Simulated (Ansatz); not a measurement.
C$_{4}$H$_{13}$NSn (SMILES CC[N]([SnH3])CC), singlet, at a GFN2-xTB geometry (such geometries of metal compounds can be far from the true shape) (all electrons, no relativity), with bond 11-3 at 1.8 times its length; SC-NEVPT2/STO-3G, CASSCF(4,3) in Ansatz (a quantum-chemistry and plane-wave program).

Ansatz was given this input:
Ansatz 0.2 input:
```yaml
crystal:
  periodic: [false, false, false]
  atoms:
    - {symbol: Sn, position_ang: [-0.14571235, 1.05833777, 0.51359368]}
    - {symbol: N, position_ang: [0.22617722, -0.71996546, -0.37977036]}
    - {symbol: C, position_ang: [-0.83110802, -1.48308216, -1.00852134]}
    - {symbol: C, position_ang: [-2.11468272, -1.49069219, -0.20454996]}
    - {symbol: C, position_ang: [1.48679578, -0.87975551, -1.07768149]}
    - {symbol: C, position_ang: [2.20712725, -2.15462796, -0.65226217]}
    - {symbol: H, position_ang: [-0.88230836, 2.28144664, -0.39226115]}
    - {symbol: H, position_ang: [-1.08504984, 0.75040594, 1.84718431]}
    - {symbol: H, position_ang: [1.36530553, 1.56095287, 0.98264720]}
    - {symbol: H, position_ang: [-0.47615619, -2.51308606, -1.10963603]}
    - {symbol: H, position_ang: [-1.19483683, -0.81094994, -2.83922759]}
    - {symbol: H, position_ang: [-2.83025812, -2.17245147, -0.65649812]}
    - {symbol: H, position_ang: [-2.56133263, -0.49618070, -0.17779751]}
    - {symbol: H, position_ang: [-1.91324695, -1.81296597, 0.81360667]}
    - {symbol: H, position_ang: [1.32771350, -0.88581273, -2.16449006]}
    - {symbol: H, position_ang: [2.13949846, -0.03447373, -0.84582969]}
    - {symbol: H, position_ang: [3.18244323, -2.20278186, -1.12993834]}
    - {symbol: H, position_ang: [2.33872764, -2.15425540, 0.42643995]}
    - {symbol: H, position_ang: [1.64142637, -3.03930587, -0.93104850]}
basis:
  gaussian:
    orbitals: STO-3G
magnetization: {spin_polarized: false}
correlation: {method: sc_nevpt2, electrons: all, active_space: {window: {electrons: 4, orbitals: 3}}}
```

Task: Write the output that Ansatz gives for this input, abridged.

Result: 
```
Functional definition: HF
913 factors; integrals over basis functions are off by at most 4.8e-5 eV
mean field evaluation 1: about -168001.8492 eV, gradient 2.1e1 eV
mean field evaluation 2: about -168002.1870 eV, gradient 2.1e1 eV
mean field evaluation 4: about -168004.5604 eV, gradient 2.4e0 eV
mean field evaluation 8: about -168004.5961 eV, gradient 1.2e-3 eV
mean field -168004.59611477 eV, -6174.0550296123 hartree, gradient 6.8e-6 eV, S^2 0.000000; 0 other end points of the search recorded, 0 dependent functions left out; unrestricted orbitals would lower it
reference -168004.59611477 eV, -6174.0550296123 hartree; 47, 47 occupied and 18, 18 virtual orbitals, 913 factors
state -168006.84983879 eV, -6174.1378524427 hartree
state -168006.84983879 eV, -6174.1378524427 hartree; corrected -168014.67206485 eV, -6174.4253139482 hartree
Total energy: -168014.67206485 eV, -6174.4253139482 hartree
```
